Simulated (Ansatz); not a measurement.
Ansatz results at the PBE0-D4/def2-TZVP geometry: size of the dipole moment (PBE/def2-TZVPP) 1.22 D; HOMO–LUMO gap (B3LYP/def2-TZVPP) 5.65 eV; LUMO energy (PBE0/def2-TZVPP) -0.39 eV.

Each molecule was computed in one conformer, which needn't be the lowest.

Task: Which molecule gave them?
A. `COC(C)(F)Cl`
B. `C[CH]([GeH3])C#N`
C. `COC[SiH2]F`
D. `C=[C]1[CH2][GeH]1[NH2]`

Result: D. The others give `COC(C)(F)Cl`: 2.90, 8.82, 0.76; `C[CH]([GeH3])C#N`: 4.01, 8.11, 0.09; `COC[SiH2]F`: 2.19, 7.07, 0.29.

B3LYP here is the variant with VWN-RPA as its local correlation; programs differ in this.
